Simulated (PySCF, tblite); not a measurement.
Isomers of C4H11ClP2Si. All values are computed: GFN2-xTB (tblite) harmonic vibrations without scaling, gas phase. Against measured fundamentals such values can be off by several per cent, at times by over 20. Modes of hydrogen on phosphorus can be 10 to 20 % off. One conformer each.

Electronic energies: PBE0/pcSseg-1 single points on the GFN2-xTB geometries (PySCF, gas phase).

| SMILES | electronic energy, lowest = 0 (kJ/mol) |
| --- | --- |
| C=CCC[Si](P)(P)Cl | 10.7 |
| P[Si](P)(Cl)CC1CC1 | 20.1 |
| C=C(C)C[Si](P)(P)Cl | 0.0 |

Task: How do GFN2-xTB zero-point energies change the relative energies?

Result: 
```
             SMILES  ZPE (kJ/mol)  of it from modes above 1550 cm⁻¹  electronic (kJ/mol)  with ZPE, lowest = 0 (kJ/mol)  lowest mode (cm⁻¹)  rings
C=C(C)C[Si](P)(P)Cl         352.3                             193.2                  0.0                            0.0                  12      0
  C=CCC[Si](P)(P)Cl         352.8                             192.3                 10.7                           11.2                  18      0
 P[Si](P)(Cl)CC1CC1         357.0                             183.2                 20.1                           24.8                  19      1
```

The zero-point energies span 4.7 kJ/mol, from `C=C(C)C[Si](P)(P)Cl` to `P[Si](P)(Cl)CC1CC1`. The order is unchanged.

Task: And how do the electronic energies of GFN2-xTB itself compare?

Result: `C=C(C)C[Si](P)(P)Cl` 0.0; `C=CCC[Si](P)(P)Cl` 30.7; `P[Si](P)(Cl)CC1CC1` 0.0 kJ/mol, lowest = 0. Against the energies above, taken from the same isomer `C=C(C)C[Si](P)(P)Cl`, the largest difference is 20.1 kJ/mol.
